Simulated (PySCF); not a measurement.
**Correlation energy of C²⁺ (carbon, charge +2)**

[He] 2p2, high-spin 3P determinant (an excited configuration). Computed with PySCF 2.14 in aug-cc-pCVTZ-DK with one added diffuse shell each of s, p, d, f type (8s7p5d3f, 75 functions), with the spin-free X2C one-electron Hamiltonian (Gaussian nucleus). Frozen: nothing; 4 electrons correlated.

```json
{"level": "CCSD", "correlation energy (mhartree)": "-58.24"}
{"level": "(T)", "correlation energy (mhartree)": "-0.06"}
{"level": "CCSD(T)", "correlation energy (mhartree)": "-58.30"}
```

Diagnostics: T1 = 0.0010, D1 = 0.0020, largest double amplitude 0.017.

Cost of the coupled-cluster step: roughly 8 core-seconds, for 4 correlated electrons.
